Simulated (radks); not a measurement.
Results of a calculation; reference values are marked as such.
Numerical settings for neutral nitrogen, [He] 2s2 2p3. Level of theory: non-relativistic Kohn-Sham, TPSS, spin-unpolarised, spherical densities, point nucleus; meta-GGA in the generalised Kohn-Sham scheme (a radial shooting solver on a logarithmic mesh with Libxc functionals). The defaults (mesh step 0.008 in ln r, mesh end at 40 bohr or more with all orbitals vanishing there, Anderson mixing 0.5 over 9 steps, residual threshold near 1e-9 with the energy settled to 1e-9 hartree or 1e-11 of itself, here a cap of 94 iterations) give E = -54.484 hartree and 2p at -7.091 eV in 16 iterations. Run on one thread of a shared host, so times are rough (Arm Neoverse V1): 0.07 s of CPU time, 0.07 s wall, 16 iterations on 2496 mesh points. Changes against that run (0 stands for a change within the tolerance of the run):

setting	iterations	converged	E (mhartree)	e(2p) (meV)	CPU (s)
mesh step in ln r 0.08	10	yes	-0.0115	+0.0202	0.01
mesh step in ln r 0.005	15	yes	0	-0.00376	0.1
mesh step in ln r 0.05	10	yes	0	-0.00607	0.01
mesh end (bohr) 12	17	yes	0	+0.0893	0.07
mesh end (bohr) 3	15	level above zero	+330	+7.16e+03	0.05
residual threshold 0.1	9	yes	0	+0.272	0.04
residual threshold 1e-05	12	yes	0	-0.00646	0.06
mixing 2.5	21	yes	0	0	0.09
linear mixing, mixing 0.05	94	no	+0.00165	-59.1	0.35
linear mixing, mixing 1	94	no	+0.00185	+21.5	0.37
mixing history 2	94	no	0	0	0.31
iteration cap 3	3	no	+0.191	+223	0.02

Settled on a wrong energy, with an occupied level pushed above zero by the early mesh end: mesh end (bohr) 3 (+0.33 hartree). Apart from these: no run marked as converged misses the energy by more than 1 mhartree. A mesh that ends early acts as a hard wall.
